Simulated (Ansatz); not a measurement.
Coupled-cluster diagnostics for Zr(OH)F3 (ZrOF₃H), Ansatz.

Geometry of the singlet (PBE0-D4/def2-SVP):

Cartesian coordinates in Å:
```
Zr -0.313 -0.283 0.208
O 0.952 0.856 -0.632
H 1.587 1.432 -1.055
F -2.062 0.115 -0.434
F -0.262 -0.018 2.094
F 0.099 -2.102 -0.181
```

In the def2 sets Zr takes a core potential; there is no spin–orbit coupling. Correlated methods freeze 4 core orbitals; core or outer-core shells of Zr are correlated, in sets that lack core-valence functions.

Q: Estimate the CCSD(T) correlation energy, the shares of MP2 and (T), T1 and the reference's ⟨S²⟩ for: charge 0, singlet, own geometry in def2-TZVPP; and the rough time on 2 threads of AMD EPYC 7R13 on a shared host and a share (18 GiB) of an NVIDIA H100 80GB HBM3.

A: 
| state | basis | correlation (eV) | MP2 share (%) | (T) share (%) | T1 | ⟨S²⟩ (pure) | wall time |
| --- | --- | --- | --- | --- | --- | --- | --- |
| charge 0, singlet, own geometry | def2-TZVPP | -37.534 | 97.3 | 3.4 | 0.017 | 0.00 (0.00) | 10 s |
Customary marks for T1 are 0.02 (closed shells), 0.045 (open shells) and about 0.05 (3d metals). T1 stays under 0.02 throughout.
